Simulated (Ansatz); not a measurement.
Reaction (ligand exchange at a Zn–C bond): `C[S][Zn][CH](C)C` + H₂S → `C[S][Zn][SH]` + `CCC`

Calculated with Ansatz (gas phase, PBE0-D4/def2-TZVP geometries, no zero-point term in ΔE). CCSD(T)/CBS adds triple-zeta CCSD(T) − MP2 to the extrapolated MP2 energy (def2 sets, frozen cores). This one scheme is used for every species. DFT in def2-TZVPP. For Zn outer-core shells are correlated without core-valence functions, which leaves a few kJ/mol of doubt a bond. Scalar relativity is left out up to krypton. Each species was taken in one conformer, which may not be the lowest.

`C[S][Zn][CH](C)C`:

Cartesian coordinates in Å:
```
C -2.041 -1.709 2.291
S -0.230 -1.840 2.464
Zn 0.480 -0.548 0.860
C 1.151 0.615 -0.573
C 1.224 -0.103 -1.917
C 0.349 1.908 -0.684
H -2.384 -2.083 1.327
H -2.475 -2.331 3.074
H -2.389 -0.687 2.434
H 2.172 0.873 -0.267
H 0.234 -0.409 -2.269
H 1.849 -0.999 -1.879
H 1.644 0.556 -2.688
H 0.337 2.476 0.250
H 0.771 2.563 -1.458
H -0.692 1.719 -0.965
```

H₂S:

Cartesian coordinates in Å:
```
S -0.505 -0.286 -0.217
H 0.596 0.220 -0.792
H -0.091 0.065 1.009
```

`C[S][Zn][SH]`:

Cartesian coordinates in Å:
```
C 0.781 -1.240 0.869
S 1.335 0.472 0.570
Zn -0.388 1.353 -0.386
S -2.118 2.259 -1.322
H 1.615 -1.750 1.352
H 0.551 -1.759 -0.060
H -0.078 -1.276 1.537
H -1.698 1.940 -2.559
```

`CCC`:

Cartesian coordinates in Å:
```
C 0.735 -0.336 -0.999
C -0.504 0.192 -0.295
C -0.362 0.194 1.218
H 0.953 -1.364 -0.693
H 1.613 0.270 -0.757
H 0.616 -0.330 -2.085
H -0.717 1.208 -0.644
H -1.371 -0.413 -0.580
H -1.261 0.576 1.707
H 0.479 0.819 1.532
H -0.180 -0.815 1.597
```

```json
{"species": "`C[S][Zn][CH](C)C`", "r2SCANh-D4 energy (Eh)": "-2335.96417"}
{"species": "H₂S", "r2SCANh-D4 energy (Eh)": "-399.37252"}
{"species": "`C[S][Zn][SH]`", "r2SCANh-D4 energy (Eh)": "-2616.28790"}
{"species": "`CCC`", "r2SCANh-D4 energy (Eh)": "-119.10107"}
```

Work out ΔE.

ΔE = (-2616.28790) + (-119.10107) − (-2335.96417) − (-399.37252) = -0.05228 Eh = -137.3 kJ/mol. CCSD(T)/CBS gives -135.4 kJ/mol.

Largest T1 diagnostic among the species: 0.014.

Leaving LDA and LC-ωPBE aside and taking each functional with its dispersion term where it has one, the values, not all of them listed here, spread over 18.2 kJ/mol, from BHLYP-D4 to BLYP-D4. LDA lies +6.0 kJ/mol from PBE without D4. At CCSD(T), def2-SVP lies +15.3 kJ/mol from the extrapolated value and def2-TZVPP +7.8 kJ/mol. From BLYP to BHLYP (50 % exact exchange), in def2-TZVPP and without D4, ΔE moves by −15.7 kJ/mol.
